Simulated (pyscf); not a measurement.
## •H₂C–Ga(OH)–OH, doublet

Gas-phase minimum from PySCF at ωB97X-D3(BJ)/def2-SVP, one conformer. Other isomers of •H₂C–Ga(OH)–OH were not searched in full and may lie lower. 

```
Ga
O 1 1.7795
H 2 0.9636 1 113.57
O 1 1.7874 2 113.31 3 -0.21
H 4 0.9625 1 115.68 2 -179.98
C 1 1.9199 2 120.39 3 179.80
H 6 1.0960 1 123.77 2 179.83
H 6 1.0960 7 114.64 1 179.97
```
Charge 0, spin multiplicity 2.

Properties at ωB97X-D3(BJ)/def2-SVP:

| Item | Result |
|---|---|
| Harmonic wavenumbers, unscaled | 160, 180, 196, 197, 322, 382, 577, 636, 682, 722, 736, 791, 824, 1371, 3159, 3270, 3917, 3929 cm⁻¹ |
| Zero-point energy | 31.5 kcal/mol |
| Rotational symmetry number | 1 |
| Entropy of this conformer at 298 K and 1 atm, rigid rotor and harmonic oscillator, modes under 100 cm⁻¹ raised to 100 | 338.3 J/(mol K) |
| Dipole moment | 2.11 D |
| Spin expectation value S2 | 0.753 |

Single-point totals, which compare only within one level:

```json
[
 {"level": "ωB97X-D3(BJ)/def2-TZVP", "total energy (hartree)": "-2115.90685"},
 {"level": "PBE/def2-TZVP", "total energy (hartree)": "-2115.39459"},
 {"level": "r²SCAN/def2-TZVP", "total energy (hartree)": "-2115.79899"},
 {"level": "B3LYP-D3(BJ)/def2-TZVP", "total energy (hartree)": "-2115.96314"},
 {"level": "PBE0-D3(BJ)/def2-TZVP", "total energy (hartree)": "-2115.44204"},
 {"level": "M06-2X/def2-TZVP", "total energy (hartree)": "-2115.82376"},
 {"level": "ωB97M-D3(BJ)/def2-TZVP", "total energy (hartree)": "-2115.96923"}
]
```

Soft torsions are taken as harmonic, which can shift the entropy by several J/(mol K). Elements up to Kr have no core potential and no relativistic terms here.
